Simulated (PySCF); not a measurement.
C₃H₆AlBrO.
Cartesian coordinates in Å at the PBE0-D3(BJ)/def2-SVP level; atoms count from 1:
```
atom  x, y, z in Å
C1    -2.366    0.333    0.098
O2    -1.322   -0.421    0.664
C3    -0.074   -0.092    0.321
C4     1.007   -0.789    0.727
Al5    2.791   -0.291    0.273
Br6    3.080    1.581   -0.982
H7    -3.301   -0.022    0.552
H8    -2.425    0.186   -0.994
H9    -2.254    1.409    0.311
H10    0.011    0.800   -0.321
H11    0.793   -1.665    1.353
H12    4.101   -1.058    0.710
```

The calculation used PBE0-D3(BJ)/def2-SVP geometry optimisation, gas phase in PySCF 2.14.0.

(1) Which atoms are bound to Al5, and at what distances?

(2) List the angles at Al5.

(3) What is the shape at Al5?

(4) What are the other bond lengths?

(5) Give some angles away from the centre.

(6) What are the rotational constants (commonest isotopes, rigid rotor)?

Answers

(1) 3 atoms: H12 1.579 Å, C4 1.907 Å, Br6 2.272 Å. The nearest atom not counted as bound is H11, at 2.66 Å.

(2) 
```json
{"angle": "C4–Al5–H12", "degrees": "125.6", "distance of the outer atoms (Å)": "3.10"}
{"angle": "C4–Al5–Br6", "degrees": "117.8", "distance of the outer atoms (Å)": "3.58"}
{"angle": "Br6–Al5–H12", "degrees": "116.6", "distance of the outer atoms (Å)": "3.30"}
```

(3) Planar: angles 125.6°, 117.8° and 116.6°, sum 360.0°, 0.01 Å off the plane of its three neighbours.

(4) C1–O2 1.407 Å; O2–C3 1.335 Å; C3=C4 1.349 Å; C1–H7, C1–H8, C1–H9 1.101 Å; C3–H10 1.102 Å; C4–H11 1.098 Å.

(5) C1–O2–C3 117.3°, O2–C3–C4 123.0°, C3–C4–Al5 122.9°.

(6) A = 3669, B = 683.2, C = 578.2 MHz: a near-prolate asymmetric top.

Point group: near Cs, missed by 0.34 Å at most; the miss may be what the optimiser left on a soft mode. Charge 0, singlet. No PBE0-D3(BJ)/def2-SVP frequencies stand behind this structure, so it isn't proved a minimum.

One conformer stands for the species.
